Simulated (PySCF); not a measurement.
Below is a simulated gas-phase O 1s photoelectron spectrum of `C[O+](C)[BH2-]NC=O`.

Every computed line was given a Gaussian of 0.8 eV full width at half maximum and an area set by the number of equivalent atoms; the highest printed point is 100. Computed with delta-SCF UKS SCAN, pcX-2 on the ionised atom, pcseg-1 elsewhere, spin-free X2C in PySCF.

(binding energy (eV), intensity): (535.4, 0), (535.5, 1), (535.6, 2), (535.7, 5), (535.8, 9), (535.9, 17), (536.0, 28), (536.1, 43), (536.2, 60), (536.3, 78), (536.4, 92), (536.5, 99), (536.6, 99), (536.7, 90), (536.8, 75), (536.9, 57), (537.0, 40), (537.1, 26), (537.2, 15), (537.3, 8), (537.4, 4), (537.5, 2), (537.6, 1), (537.7, 0), (537.8, 0), (537.9, 0), (538.0, 0), (538.1, 0), (538.2, 0), (538.3, 0), (538.4, 0), (538.5, 0), (538.6, 0), (538.7, 0), (538.8, 0), (538.9, 0), (539.0, 0), (539.1, 0), (539.2, 0), (539.3, 0), (539.4, 1), (539.5, 3), (539.6, 6), (539.7, 11), (539.8, 20), (539.9, 32), (540.0, 48), (540.1, 66), (540.2, 82), (540.3, 95), (540.4, 100), (540.5, 97), (540.6, 86), (540.7, 70), (540.8, 52), (540.9, 36), (541.0, 22), (541.1, 13), (541.2, 7), (541.3, 3), (541.4, 1), (541.5, 1), (541.6, 0)

Q: Count the maxima, the lines and the sites behind this envelope.

A: The curve has 2 maxima (at 536.5 and 540.4 eV). Under it lie 2 lines from 2 inequivalent oxygen sites.

Q: Decompose the envelope and assign each component. Numbering: `[CH3:1][O+:2]([CH3:3])[BH2-:4][NH:5][CH:6]=[O:7]`.

A: 
```tsv
position (eV)	relative area	line	atoms	environment
536.54	1	O 1s	O7	amide oxygen
540.41	1	O 1s	O2	oxygen bonded to B and 2 C
```

Q: What are the centre and the root-mean-square width of the whole band?

A: The area-weighted mean of the lines is 538.48 eV. Their own spread about it is 1.94 eV (rms) and each Gaussian has σ = 0.8/2.355 = 0.34 eV; the variances add, which gives 1.97 eV.

Q: Above which line width would these two lines show one maximum?

A: Two equal Gaussians merge once their distance is under 2σ = FWHM/1.177. With 3.87 eV between them that is a full width over 4.56 eV.

The listed O 1s values span 3.87 eV, from O7 (bonded to C (double bond)) to O2 (bonded to 2 C and B). Summing the Pauling electronegativity differences to the bonded atoms, each weighted by its formal bond order, gives -1.78 for the lowest site and -3.18 for the highest; the largest sum, -1.78, belongs to O7, 3.87 eV below the top. The smallest sum, -3.18, belongs to O2, 3.87 eV above the lowest.

The curve has no shake-up lines and no vibrational structure. One conformer (not necessarily the lowest) at the PBE0-D3(BJ)/def2-SVP geometry, without solvent, vibrations or thermal averaging.

The values belong to the conformer `[CH3:1][O+:2]([CH3:3])[BH2-:4][NH:5][CH:6]=[O:7]`: C1–O2–B4–N5 158°, O2–B4–N5–C6 -74°, B4–N5–C6–O7 9°.
